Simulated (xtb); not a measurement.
xtb input:

```bash
xtb mol.xyz --gfn 2 --sp --chrg -1 --uhf 0
```
mol.xyz:
```
17

C      2.53958586    -0.15530217    -0.00402140
C      1.23564468    -0.58956396    -0.21485079
C      0.04394341     0.12132755    -0.25763907
C      0.06670004     1.61330760    -0.12858270
C     -1.27678525    -0.55565852    -0.41537526
C     -2.16641315    -0.59885392     0.84782084
H      3.37127886    -0.84632942    -0.07127278
H      2.77430958     0.87785691     0.22603921
H      1.12617557    -1.66697834    -0.38035431
H     -0.87124083     2.06196026    -0.48611689
H      0.88982220     2.04942576    -0.71909753
H      0.21879963     1.99125850     0.90089572
H     -1.89016529    -0.07730280    -1.20730235
H     -1.11420646    -1.59051643    -0.74484935
H     -2.35844197     0.41299606     1.21686169
H     -1.66188793    -1.14897173     1.64714782
H     -3.14049674    -1.07493837     0.65393922
```

Problem. Predict the final energy.

Solution. -18.55386 Eh (GFN2-xTB).

It need not be the lowest isomer of its formula. Whether it binds its extra electron was not tested at this geometry.
